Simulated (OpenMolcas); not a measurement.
# Cr4+ in a ligand field

Cr4+ with 6 ligands (chloride) in octahedral coordination (Oh) at 2.31 Å. A charge of +0.333 e stands 2.6 Å behind each ligand. Ligand basis ANO-RCC-VDZP.
```
Cr    0.0000    0.0000    0.0000
Cl    2.3100    0.0000    0.0000
Cl    0.0000    2.3100    0.0000
Cl   -2.3100    0.0000    0.0000
Cl    0.0000   -2.3100    0.0000
Cl    0.0000    0.0000    2.3100
Cl    0.0000    0.0000   -2.3100
```

| Quantity | Value |
| --- | --- |
| Program | OpenMolcas |
| Method | SS-CASPT2, IPEA 0.25 Eh, imaginary shift 0.1 Eh (closed shells correlated: 3s 3p and the ligand valence shells) |
| Basis | ANO-RCC-VTZP [6s5p3d2f1g] |
| Scalar Hamiltonian | DKH2, point nucleus |
| Active space | 2 electrons in 5 orbitals (3d) |
| State averaging | 2S+1 = 3 even, 10 roots; 2S+1 = 1 even, 15 roots |
| Spin-orbit coupling | state interaction with AMFI integrals over the reference wave functions |

The lowest spin-free states (labels of O, the rotations of Oh), above the lowest:

```tsv
State	Degeneracy	E (cm-1)
3T1	3	0
1T2	3	8480
1E	2	8960
1A1	1	20840
3T2	3	23260
2S+1 = 1	3	30110
3T1	3	30890
2S+1 = 1	3	33100
3A2	1	49460
1E	2	53730
1A1	1	60400
```

The lowest levels with spin-orbit coupling:

```json
{"E (cm-1)": "0", "Degeneracy": "2", "2S+1": "3"}
{"E (cm-1)": "5", "Degeneracy": "3", "2S+1": "3"}
{"E (cm-1)": "370", "Degeneracy": "3", "2S+1": "3"}
{"E (cm-1)": "540", "Degeneracy": "1", "2S+1": "3"}
{"E (cm-1)": "8670", "Degeneracy": "3", "2S+1": "1"}
{"E (cm-1)": "9160", "Degeneracy": "2", "2S+1": "1"}
{"E (cm-1)": "21030", "Degeneracy": "1", "2S+1": "1"}
{"E (cm-1)": "23310", "Degeneracy": "1", "2S+1": "3"}
{"E (cm-1)": "23380", "Degeneracy": "3", "2S+1": "3"}
{"E (cm-1)": "23520", "Degeneracy": "3", "2S+1": "3"}
{"E (cm-1)": "23530", "Degeneracy": "2", "2S+1": "3"}
{"E (cm-1)": "30260", "Degeneracy": "3", "2S+1": "1"}
{"E (cm-1)": "30860", "Degeneracy": "1", "2S+1": "3"}
{"E (cm-1)": "30970", "Degeneracy": "3", "2S+1": "3"}
{"E (cm-1)": "31190", "Degeneracy": "2", "2S+1": "3"}
{"E (cm-1)": "31220", "Degeneracy": "3", "2S+1": "3"}
{"E (cm-1)": "33300", "Degeneracy": "3", "2S+1": "1"}
{"E (cm-1)": "49660", "Degeneracy": "3", "2S+1": "3"}
{"E (cm-1)": "53920", "Degeneracy": "2", "2S+1": "1"}
{"E (cm-1)": "60600", "Degeneracy": "1", "2S+1": "1"}
```

Powder χT (cm3 K/mol): 0.0614 at 2 K, 0.133 at 10 K, 0.236 at 50 K, 0.358 at 100 K, 0.585 at 200 K, 0.757 at 300 K. The effective moment at 300 K is 2.828 √(χT) = 2.46 μB.

The lowest level has 2S+1 = 3, for which the spin-only value is χT = S(S+1) / 2 = 1.000 cm3 K/mol (g = 2). The computed 0.757 at 300 K differs by -0.243, through orbital momentum, spin-orbit coupling and any other state in reach. With a threefold ground state the orbital momentum is unquenched, so the spin-only value is not expected to hold.

Roots that are degenerate in the reference are averaged as groups; the widest CASPT2 spread within a group is 380 cm-1 (the 2-fold group of multiplicity 1 near 53700 cm-1 above the lowest state of its run). Shifts and gaps below about the spread of the groups concerned are not significant. Over all roots computed the reference weight is 0.60 to 0.63; a low but even weight reflects the number of correlated electrons. An orbital triplet at a regular site is open to Jahn-Teller coupling, which can distort the site and quench the lowest spin-orbit gaps and is left out. The least metal-like active orbital is 74 % on the metal (Löwdin) and no ligand orbital is active, so the numbers are rough. Ligand-to-metal charge-transfer states are missing. These CASPT2 states fit no ligand-field parameters well, so their order and spin gaps are uncertain. With no ligand orbital active B as a rule stays too high, so bands that hang on it stand too high and its fall with covalency is understated. With one d shell and no ligand orbital active, 10Dq can be off by a tenth or more. No measured value stands beside these numbers; the geometry was imposed, not optimised, and the real ion may take another.

The CASPT2 steps took 2.3 min on 1 thread of Arm Neoverse V1, on a shared host; the integral step is not counted.
